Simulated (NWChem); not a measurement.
Two isomers of C$_{2}$H$_{4}$ClNSi, each optimised at PBE0/def2-SVP with NWChem. Flexible species stand in one conformer each, which need not be the lowest. 

A: [Si@@H]1(Cl)CN=C1
B: N#CC[SiH2]Cl

Q: Which is lower in energy, by how much, and how do their other properties compare?

A: B is lower by 21.2 kcal/mol in electronic energy; with zero-point energies, B − A = -23.3 kcal/mol.
```json
[
 {"": "highest occupied level (eV)", "A": "-7.07", "B": "-8.88"},
 {"": "orbital gap (eV)", "A": "5.98", "B": "9.02"},
 {"": "dipole (D)", "A": "0.89", "B": "4.16"},
 {"": "highest harmonic frequency (cm⁻¹)", "A": "3171", "B": "3136"},
 {"": "zero-point energy (kcal/mol)", "A": "36.7", "B": "34.6"}
]
```
